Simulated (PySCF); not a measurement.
Job for PySCF: D3(BJ) and D4 dispersion corrections on CH5BSe (SMILES CB[SeH]), a point of a torsion scan.

```python
from pyscf import gto
from pyscf.dispersion import dftd3, dftd4

mol = gto.M(
    atom='''
    C    -0.91458441   -0.16305794    0.21210368
    B     0.25253146    0.87307377    0.09364678
    Se    2.10123393    0.31710781    0.02344137
    H    -1.13756932   -0.46288464   -0.81431609
    H    -0.67978065   -1.07343347    0.76173815
    H    -1.83658816    0.25051731    0.61527368
    H     0.03707001    1.94953660   -0.31888280
    H     2.16162464   -0.38444261    1.28070345
    ''',
    basis='def2-svp',
    charge=0, spin=0, verbose=0, max_memory=1800)
d3, d4 = {}, {}
for xc in ['hf', 'pbe', 'blyp', 'revpbe', 'tpss', 'r2scan', 'b3lyp', 'pbe0', 'bhlyp', 'camb3lyp', 'b2plyp']:
    d3[xc] = float(dftd3.DFTD3Dispersion(mol, xc=xc, version='d3bj', atm=False).get_dispersion()['energy'])
    print(f'D3(BJ) {xc:10s} {d3[xc]:14.8f} Eh')
for xc in ['hf', 'pbe', 'blyp', 'revpbe', 'tpss', 'r2scan', 'b3lyp', 'pbe0', 'bhlyp', 'camb3lyp', 'b2plyp']:
    d4[xc] = float(dftd4.DFTD4Dispersion(mol, xc={'camb3lyp': 'cam-b3lyp'}.get(xc, xc), atm=True).get_dispersion()['energy'])
    print(f'D4     {xc:10s} {d4[xc]:14.8f} Eh')
```

Output:

```
D3(BJ) hf            -0.04263924 Eh
D3(BJ) pbe           -0.00518064 Eh
D3(BJ) blyp          -0.01134215 Eh
D3(BJ) revpbe        -0.01306330 Eh
D3(BJ) tpss          -0.00660889 Eh
D3(BJ) r2scan        -0.00140915 Eh
D3(BJ) b3lyp         -0.00930588 Eh
D3(BJ) pbe0          -0.00453828 Eh
D3(BJ) bhlyp         -0.00747413 Eh
D3(BJ) camb3lyp      -0.00420688 Eh
D3(BJ) b2plyp        -0.00442693 Eh
D4     hf            -0.01749689 Eh
D4     pbe           -0.00480611 Eh
D4     blyp          -0.01072267 Eh
D4     revpbe        -0.01503163 Eh
D4     tpss          -0.00650423 Eh
D4     r2scan        -0.00111889 Eh
D4     b3lyp         -0.00781953 Eh
D4     pbe0          -0.00403225 Eh
D4     bhlyp         -0.00600790 Eh
D4     camb3lyp      -0.00408825 Eh
D4     b2plyp        -0.00333876 Eh
```

The run finished.

Cost: very roughly 0.020 core-seconds.
